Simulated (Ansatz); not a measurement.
System: sulfur trioxide, SO3, net charge 0, singlet state. SMILES: O=S(=O)=O
Structure (B3LYP-D3(BJ)/def2-TZVP (Ansatz, a first-principles code) minimum search):
```
S
O 1 1.4266
O 1 1.4266 2 120.00
O 1 1.4266 2 120.00 3 180.00
```
Charge 0, spin multiplicity 1.

Parts of the frozen-core correlation energy in STO-3G (Ansatz, hartree). Frozen orbitals: 8; correlated occupied orbitals by spin: 12 and 12; virtual: 4 and 4. Spin-orbit coupling is left out. Non-relativistic. The restricted reference is unstable. The program attaches cautions to this run: large difference.

| term | value |
|---|---|
| reference (HF) | -614.24229 |
| MP2 opposite-spin | ? |
| MP2 same-spin | ? |
| CCSD correlation | ? |
| (T) | -0.02649 |
| FCI minus CCSD(T) | -0.00275 |
| T1 diagnostic | 0.024 |
| largest doubles amplitude | 0.124 |

Question: Complete the blanks.

Answer: 
- MP2 opposite-spin, value: -0.16517
- MP2 same-spin, value: -0.05814
- CCSD correlation, value: -0.22068
